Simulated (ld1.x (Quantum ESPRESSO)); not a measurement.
**Before and after: TM potential for silicon (Si)**

silicon (Si), norm-conserving Troullier–Martins (Kleinman–Bylander form), made with ld1.x (Quantum ESPRESSO) 7.5 (PBE, scalar-relativistic). Core [Ne], reference 3s2 3p2. Waves: 3s (bound): rc 1.95 bohr; 3d channel at -0.15 Ry: rc 2.00 bohr; 3p (bound): rc 1.85 bohr. Local part: the p channel. Core correction: none.

Change: wave 3p (bound): rc 1.85 bohr becomes 3p (bound): rc 1.76 bohr.

Cutoffs: the cutoffs (Ry, on a coarse ladder) from which the occupation-weighted sum of valence levels, in a spherical-Bessel basis at the reference potential, stays within 10 and 1 mRy of its value at 400 Ry; they do not see the model core or the augmentation charge, which bear on the density cutoff. Errors are all-electron minus pseudo energies relative to the spin-unpolarised reference configuration.

**Question.** What does the change do?

**Answer.** The potential gets neither clearly harder nor softer (15 Ry and 35 Ry → 15 Ry and 35 Ry); of the 7 tests that both files solve, the error grows in 0 and shrinks in 1 by more than 15 % and 0.3 meV (median size 2.0 → 1.0 meV); neither file shows a bound ghost.

```csv
quantity,base,changed
"cutoff, loose",15 Ry,15 Ry
"cutoff, tight",35 Ry,35 Ry
bound ghosts,none,none
"error for 3s2 3p1, meV [ΔE 7.74 eV]",-0.2,-0.3
"error for 3s2 3p0, meV [ΔE 23.73 eV]",+2.0,+1.0
"error for 3s1 3p0, meV [ΔE 57.70 eV]",+69,+67
"error for 3s2 3p1.5, meV [ΔE 2.92 eV]",-0.1,-0.1
"error for 3s1 3p2, meV [ΔE 15.17 eV]",+5.9,+6.3
"error for 3s2 3p2.3, meV [ΔE -0.93 eV]",0.0,+0.1
"error for 3s1 3p3, meV [ΔE 6.81 eV]",+3.2,+3.2
s: phases at 2.21 bohr within 0.05 rad from the reference energy up to (Ry; the scan ends near 5),3.6,3.6
p: phases at 2.21 bohr within 0.05 rad from the reference energy up to (Ry; the scan ends near 5),4.1,3.9
d: phases at 2.21 bohr within 0.05 rad from the reference energy up to (Ry; the scan ends near 5),4.3,4.3
```
